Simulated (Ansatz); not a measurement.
```yaml
crystal:
  periodic: [false, false, false]
  atoms:
    - {symbol: N, position_ang: [-1.930991, 1.302865, 0.583513]}
    - {symbol: W, position_ang: [0.264878, 0.250142, -1.000479]}
    - {symbol: N, position_ang: [3.032410, 0.009776, 0.911258]}
    - {symbol: O, position_ang: [-0.940487, -3.333708, -0.786644]}
    - {symbol: F, position_ang: [0.112585, 1.590489, -4.154578]}
    - {symbol: H, position_ang: [-2.428613, 3.133227, 2.454730]}
    - {symbol: H, position_ang: [4.192021, 0.615298, 2.504808]}
    - {symbol: H, position_ang: [-2.707634, -4.030525, -0.545500]}
basis:
  gaussian: {orbitals: def2-TZVPD, fitting: {mean_field: cc-pVTZ-jkfit}}
hamiltonian: {xc: {name: PBE-QIDH}, pseudopotentials: {relativity: none}}
```

```sh
$ ansatz run in.yaml --threads 4 --pin off --events-out ev --progress --plain --max-ram 10444MiB
```

Task: How does Ansatz answer? (An estimate is asked.)

Result: Ansatz gave: The input was rejected before any iteration.
```
Functional definition: PBE-QIDH
Error: <dir> the basis set cc-pVTZ-JKFIT has no functions for W
```
